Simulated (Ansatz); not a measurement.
Program: Ansatz. Geometries: PBE0-D4/def2-TZVP. ΔE: electronic, gas phase. CCSD(T)/CBS adds triple-zeta CCSD(T) − MP2 to the extrapolated MP2 energy (def2 sets, frozen cores). This one scheme is used for every species. Double bonds are as drawn, so ΔE can hold a change between cis and trans. DFT in def2-TZVPP. B3LYP here is the variant with VWN-RPA as its local correlation; programs differ in this. One conformer a species, not always the lowest.

Reaction (hydrogenolysis of a C–O bond): `B/C=C(/O)OC` + H₂ → `B/C=C/O` + CH₃OH

CCSD(T)/CBS gives -69.3 kJ/mol.

Question: Another level gave -61.3 kJ/mol. Which?
A. B3LYP-D4/def2-TZVPP
B. HF/def2-TZVPP
C. r2SCAN/def2-TZVPP
D. CCSD(T)/def2-TZVPP

Answer: A. B3LYP-D4 -61.3, HF/def2-TZVPP -86.2, r2SCAN -54.6, CCSD(T)/def2-TZVPP -66.0 kJ/mol.

Largest T1 diagnostic among the species: 0.013.

The D4 term adds +10.8 kJ/mol with B3LYP and +6.0 kJ/mol with PBE0; it sums over pairs of atoms, weighted by their polarisabilities, and B3LYP, whose exchange is more repulsive, gets the larger term. From PBE to PBE0 (25 % exact exchange), in def2-TZVPP and without D4, ΔE moves by −5.1 kJ/mol. In def2-TZVPP, CCSD(T) changes the Hartree–Fock value by +20.2 kJ/mol (the triples alone add +6.4 kJ/mol) and MP2 by +22.8 kJ/mol.
